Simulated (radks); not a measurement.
Question: Species: Er51+. Configuration: [Ne] 3s2 3p5. All-electron calculation, non-relativistic Kohn-Sham, LB94 model potential, spin-polarised, spherical densities, point nucleus; open shells are filled with parallel spins first (spin-orbit coupling, left out, can overturn this in heavy ions); relativity is left out, which matters for an element this heavy. Program: a radial shooting solver on a logarithmic mesh with Libxc functionals. Some entries of the table are withheld. Estimate them.

orbital,occ.,eigenvalue (hartree),<r> (bohr)
1s down,1,-2099.458,0.02227
1s up,1,-2099.456,0.02227
2s up,1,-443.9325,0.09337
2s down,1,-443.9076,0.09339
2p up,3,-430.9875,0.07906
2p down,3,-430.9036,0.07908
3s up,1,-177.3238,0.2234
3s down,1,-177.0992,0.2234
3p up,3,(1),0.2113
3p down,2,(2),0.2112

Answer: 
(1) 3p up eigenvalue (hartree): -172.3026
(2) 3p down eigenvalue (hartree): -172.1061
